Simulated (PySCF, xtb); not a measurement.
Mg(Br)(SMe) (CH₃BrMgS), SMILES C[S][Mg][Br].

GFN2-xTB (xtb 6.7.1) at its own geometry gives an orbital gap of 1.83 eV and a dipole moment of 3.44 D.

Geometry optimised at PBE0-D3(BJ)/def2-SVP. The structure was generated by enumeration; whether it is a known compound was not checked. Other conformers were not sampled.

Problem. What does PBE/def2-TZVP run with PySCF give? (The exact figures need the calculation; the answer reports its results.)

Solution. gap 3.34 eV (levels -5.63 and -2.29 eV), dipole 1.76 D.
